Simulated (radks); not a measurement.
Q: Coherent X-ray form factor from a spherical all-electron density. Calculated with a radial shooting solver on a logarithmic mesh with Libxc functionals: Dirac Kohn-Sham, PBE, spin-unpolarised, spherical densities, finite nucleus; Fermi nuclear charge, rms radius of each element as measured or else 0.836 A^(1/3) + 0.57 fm.

sin(theta)/lambda (1/angstrom)  f0 (electrons)
0.05                                     6.861
0.1                                      6.474
0.15                                     5.910
0.2                                      5.257
0.25                                     4.597
0.3                                      3.983
0.4                                      3.001
0.5                                      2.353
0.6                                      1.958
0.8                                      1.570
1                                        1.377
1.25                                     1.184
1.5                                      0.998
2                                        0.675

The species is in the configuration that NIST lists as its ground one. Which atom or ion scatters so?

A: The oxygen ion O+, [He] 2s2 2p3. Extrapolating in s^2 from the first two rows gives f0(0) = 7.0, near the electron count 7; among species with that count, the fall with angle is slower the higher Z, and the table is that of Z = 8; from so few rows the species is fixed only to a neighbour or two.
